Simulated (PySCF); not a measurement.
Question: Give a PBE0-D3(BJ)/def2-SVP geometry of InChI=1S/ClF5Se/c1-7(2,3,4,5)6.

Answer: 
```
atom  x, y, z in Å
Se1    0.013   -0.015   -0.053
Cl2    0.005   -0.019    2.098
F3     0.019   -0.011   -1.758
F4     1.728   -0.009   -0.083
F5    -1.701   -0.019   -0.095
F6     0.009    1.700   -0.085
F7     0.018   -1.729   -0.092
```

Orientation and origin are arbitrary. Atoms count from 1 in this order. Se1 (selenium bonded to Cl and 5 F) is octahedral (the three widest angles are 180.0°, 177.6° and 177.6°, the others run from 88.8° to 91.2°).

Bonds between heavy atoms (Å): Se1–Cl2 2.151, Se1–F3 1.704, Se1–F4 1.715, Se1–F5 1.715, Se1–F6 1.715, Se1–F7 1.715.

Computed, not measured: PBE0-D3(BJ)/def2-SVP geometry optimisation, gas phase (PySCF).

Point group: C4v (tolerance 0.08 Å). PBE0-D3(BJ)/def2-SVP frequencies: not computed here.
